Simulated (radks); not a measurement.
Q: The mean radii <r> (bohr) of the occupied orbitals of an atom or ion are listed with their occupations. Method: scalar-relativistic Kohn-Sham, PBEsol, spin-polarised, spherical densities, finite nucleus; Fermi nuclear charge, rms radius of each element as measured or else 0.836 A^(1/3) + 0.57 fm; computed with a radial shooting solver on a logarithmic mesh with Libxc functionals.

| orbital | occ. | <r> |
|---|---|---|
| 1s down | 1 | 0.02002 |
| 1s up | 1 | 0.02002 |
| 2s up | 1 | 0.08494 |
| 2s down | 1 | 0.08494 |
| 2p up | 3 | 0.07546 |
| 2p down | 3 | 0.07546 |
| 3s up | 1 | 0.2208 |
| 3s down | 1 | 0.2207 |
| 3p up | 3 | 0.2200 |
| 3p down | 3 | 0.2199 |
| 3d up | 5 | 0.1995 |
| 3d down | 5 | 0.1995 |
| 4s up | 1 | 0.4767 |
| 4s down | 1 | 0.4768 |
| 4p up | 3 | 0.4971 |
| 4p down | 3 | 0.4972 |
| 4d up | 5 | 0.5128 |
| 4d down | 5 | 0.5129 |
| 4f up | 1 | 0.5095 |
| 6d up | 1 | 1.663 |

Name the element and its charge. Open shells, if any, are filled with parallel spins first.

A: Z = 69, thulium, charge +21: Tm21+ in [Kr] 4d10 4f1 6d1. The 1s radius gives Z: for a bare nucleus <r> = (2 gamma + 1)/(2Z) with gamma = sqrt(1 - (Z/c)^2), 0.01977 bohr for Z = 69, and screening makes it slightly larger (0.02002 here). The occupations add up to 48, and the charge is Z minus that.
